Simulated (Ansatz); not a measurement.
Be₃⁺. The state is a quartet with charge 1. Geometry PBE0/def2-TZVP; atoms count from 1.

| atom | x (Å) | y (Å) | z (Å) |
| --- | --- | --- | --- |
| Be1 | -0.993 | 0.129 | 0.595 |
| Be2 | 0.038 | -0.709 | -0.923 |
| Be3 | 0.955 | 0.581 | 0.328 |

At PBE0/def2-TZVP a doublet of charge 1 lies 0.79 eV below the quartet, each at its own geometry. The structure comes from a short search, and lower isomers may exist.

**Question.** Estimate the Mulliken populations from the PBE0/def2-TZVP orbitals of Ansatz.

**Answer.** 
```json
{"atom": "Be1", "charge (e)": "0.33", "spin (α − β)": "1.00"}
{"atom": "Be2", "charge (e)": "0.33", "spin (α − β)": "1.00"}
{"atom": "Be3", "charge (e)": "0.33", "spin (α − β)": "1.00"}
```
Mulliken values depend strongly on the basis.

**Question.** Where does the spin sit?

**Answer.** Summed by element: Be 3.00, of 3 unpaired in all. Largest on single atoms: Be2 1.00, Be3 1.00, Be1 1.00.

**Question.** And the Mayer bond orders between heavy atoms (over 0.3)?

**Answer.** Be1–Be2 0.99 (2.02 Å); Be1–Be3 0.99 (2.02 Å); Be2–Be3 0.99 (2.02 Å).
